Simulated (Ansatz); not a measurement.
`O=C=N[Si](F)(F)F` + H–F → `F[Si](F)(F)F` + `N=C=O`  (ligand exchange at the Si–N bond)

Isolated molecules relaxed with PBE0-D4/def2-TZVP in Ansatz; ΔE leaves out vibrations. CBS: MP2 limit from def2 TZ/QZ plus the TZ coupled-cluster correction, frozen cores. This one scheme is used for every species. Functionals use def2-TZVPP. HSE06 is defined as in plane-wave codes. Each species was taken in one conformer, which may not be the lowest.

```
         level  ΔE (eV)
   LDA (SPW92)    -0.47
       BLYP-D4    -0.49
      HSE06-D4    -0.44
          BLYP    -0.58
       r2SCANh    -0.53
     CAM-B3LYP    -0.53
MP2/def2-QZVPP    -0.46
  HF/CBS(def2)    -0.54
```

Question: What does CCSD(T)/CBS give? (An estimate is asked.)

Answer: Ansatz gave: -0.48 eV. The listed levels differ from it by 0.01, -0.01, 0.04, -0.10, -0.05, -0.05, 0.02, -0.06 eV.

Largest T1 diagnostic among the species: 0.018.

From r2SCAN to r2SCAN0 (25 % exact exchange), in def2-TZVPP and without D4, ΔE moves by +0.04 eV. The D4 term adds +0.07 eV with B3LYP and +0.04 eV with PBE0; it sums over pairs of atoms, weighted by their polarisabilities, and B3LYP, whose exchange is more repulsive, gets the larger term.

B3LYP here is the variant with VWN-RPA as its local correlation; programs differ in this.
